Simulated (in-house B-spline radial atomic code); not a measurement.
Results of a calculation; reference values are marked as such.
**Weak and strong correlation along the adiabatic connection**

Two-electron singlets in several external potentials (atomic units), by full CI in B-splines with partial waves to l = 8 (correlation energies up to 0.6 % small). The repulsion is scaled by λ at fixed density; W(λ) is the mean repulsion less the Hartree energy, W(0) = E_x, and the area under W from 0 to 1 is E_xc.

One system gave this curve:

```tsv
λ	W (hartree)
0	-0.28108
0.02	-0.28355
0.05	-0.28709
0.12	-0.29463
0.25	-0.30635
0.4	-0.31695
0.6	-0.32759
0.8	-0.33548
1	-0.34153
1.4	-0.35014
2	-0.35824
3	-0.36603
4.5	-0.37245
7	-0.37823
10	-0.38218
```

(1) Which system is it?
A. ω²r²/2 − Z/r, ω = 0.255, Z = -1
B. −Z/r, Z = 6, wall at 0.5 bohr
C. −Z exp(−kr)/r, Z = 1.61, k = 0.0771
D. −Z/r, Z = 1.5, wall at 1.4 bohr

Results:

(1) A. The exchange energy sets the size: ω²r²/2 − Z/r, ω = 0.255, Z = -1: E_x = -0.281, E_c = -0.0379; −Z/r, Z = 6, wall at 0.5 bohr: E_x = -4.62, E_c = -0.0452; −Z/r, Z = 1.5, wall at 1.4 bohr: E_x = -1.45, E_c = -0.0439; −Z exp(−kr)/r, Z = 1.61, k = 0.0771: E_x = -0.775, E_c = -0.0412 hartree.
